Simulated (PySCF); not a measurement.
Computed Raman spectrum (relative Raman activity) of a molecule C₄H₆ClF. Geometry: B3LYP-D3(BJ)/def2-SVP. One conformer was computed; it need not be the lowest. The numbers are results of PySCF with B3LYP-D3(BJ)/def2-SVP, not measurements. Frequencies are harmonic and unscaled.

Lines under 2 % of the strongest are left out, and lines within 2 cm⁻¹ are merged.

ν (cm⁻¹): 530 (vw), 839 (vw), 880 (vw), 996 (vw), 1080 (vw), 1091 (vw), 1184 (w), 1265 (w), 1365 (w), 1446 (w), 1468 (w), 1484 (w), 1748 (m), 3027 (vs), 3039 (s), 3096 (s), 3124 (s), 3133 (m), 3234 (m) (against the strongest line: vs over 80 %, s over 45 %, m over 15 %, w over 4 %, vw less)

### Question
Which structure fits?
A) CC(C)=C(F)Cl
B) CC/C(F)=C/Cl
C) C[C@]1(F)C[C@H]1Cl
D) F[C@@H]1C[C@@H]1CCl

### Answer
B, CC/C(F)=C/Cl
